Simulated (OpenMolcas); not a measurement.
## Ti2+: ligand-field states by method

Ti2+ with its 8 nearest fluoride ions at 2.373 Å, on the Sr site of SrF2 (a = 5.796 Å, distance in the model lattice 2.510 Å). The rest of the host is ab initio model potentials to 7.6 Å and point charges beyond; the distance is set by hand and nothing relaxes. Ligand basis ANO-RCC-VDZP.

| Item | Value |
| --- | --- |
| Program | OpenMolcas |
| Basis | ANO-RCC-VTZP [6s5p3d2f1g] |
| Scalar Hamiltonian | DKH2, point nucleus |
| Active space | 2 electrons in 5 orbitals (3d) |
| State averaging | 2S+1 = 3 even, 10 roots; 2S+1 = 1 even, 15 roots |
| Spin-orbit coupling | RASSI with atomic mean-field integrals over the reference wave functions |

I. CASSCF
II. SS-CASPT2, IPEA 0.25 Eh, imaginary shift 0.1 Eh (closed shells correlated: 3s 3p and the ligand valence shells)

Spin-free states (labels of O, the rotations of Oh) in cm-1, each column counted from its own energy of the first state listed:

```
State  Degeneracy      I     II
  3A2           1      0      0
  3T2           3   5555   5120
  3T1           3   9628   9860
   1E           2  12479   9180
  1T2           3  17876  14530
  1A1           1  19952  15990
  3T1           3  20508  18000
  1T1           3  22474  19590
   1E           2  26844  24650
  1T2           3  27137  24720
  1A1           1  49922  40580
```

From I to II, I's first state of the same spin (3T2) moves from 5555 to 5120 cm-1, by about -440 cm-1.

From I to II, I's first state of another spin (1E) moves from 12479 to 9180 cm-1, by about -3300 cm-1.

χT at 300 K: I 1.02, II 1.02 cm3 K/mol.

Roots that are degenerate in the reference are averaged as groups; the widest CASPT2 spread within a group is 470 cm-1 (the 3-fold group of multiplicity 1 near 14500 cm-1 above the lowest state of its run, II). Shifts and gaps below about the spread of the groups concerned are not significant. Over all roots computed the reference weight is 0.68 to 0.69 in II; a low but even weight reflects the number of correlated electrons. Ligand-to-metal charge-transfer states are missing. With no ligand orbital active B as a rule stays too high, so bands that hang on it stand too high and its fall with covalency is understated. Without dynamic correlation the repulsion within the d shell is too large (B by tens of per cent), so at a given field states of lower spin stand too high (holds for I). With metal d orbitals alone and no dynamic correlation 10Dq can be off by a tenth to a fifth, either way, in oxide and fluoride hosts (holds for I). These CASPT2 states fit no ligand-field parameters well, so their order and spin gaps are uncertain (holds for II). With one d shell and no ligand orbital active, 10Dq can be off by tens of per cent for divalent 3d ions, low with halides held by bare charges and at times high in hosts (holds for II). Free-ion shares, where given, are those of the reference states; single-state CASPT2 does not remix them (holds for II). No measured value stands beside these numbers; the geometry was set by hand and not optimised.
